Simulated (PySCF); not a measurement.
pivalic acid (C5H10O2), SMILES CC(C)(C(O)=O)C. Atoms are numbered in the order given.

```xyz
17

C     -0.8051     0.9672     1.2614
C     -0.0112     0.5727     0.0000
C      1.3628     1.2508     0.0000
C     -0.8051     0.9672    -1.2614
C      0.1865    -0.9430     0.0000
O     -0.9874    -1.6133     0.0000
O      1.2469    -1.5178     0.0000
H     -1.7924     0.4844     1.2784
H     -0.9504     2.0587     1.2823
H     -0.2639     0.6801     2.1768
H      1.2407     2.3450     0.0000
H      1.9468     0.9639     0.8865
H      1.9468     0.9639    -0.8865
H     -1.7924     0.4844    -1.2784
H     -0.2639     0.6801    -2.1768
H     -0.9504     2.0587    -1.2823
H     -0.7635    -2.5595     0.0000
```

Geometry: B3LYP-D3(BJ)/def2-SVP. Other conformers were not sampled.

The numbers are results of TDA-LC-ωPBE/def2-SVPD in PySCF, not measurements.

Vertical excitations. Gas-phase values at a fixed geometry. State labels are in the subgroup Cs.

Computed excitation energies, oscillator strengths and character:
```csv
state,symmetry,energy (eV),λ (nm),f,main pairs
S1,A",5.85,212,0.001,HOMO→LUMO+1 90 %
S2,A',8.06,154,0.054,HOMO→LUMO 72 %
S3,A',8.95,138,0.145,"HOMO−1→LUMO+1 53 %, HOMO→LUMO 8 %"
S4,A",8.96,138,0.003,"HOMO−1→LUMO 64 %, HOMO−1→LUMO+2 12 %, HOMO−3→LUMO 10 %"
S5,A",9.12,136,0.009,"HOMO−4→LUMO+1 42 %, HOMO−2→LUMO+1 33 %, HOMO−8→LUMO+1 8 %"
S6,A",9.37,132,0.001,"HOMO−2→LUMO+1 59 %, HOMO−4→LUMO+1 34 %"
T1,A",5.27,235,0,HOMO→LUMO+1 90 %
T2,A',6.25,199,0,HOMO−1→LUMO+1 79 %
```
Triplets are in the Tamm–Dancoff approximation.
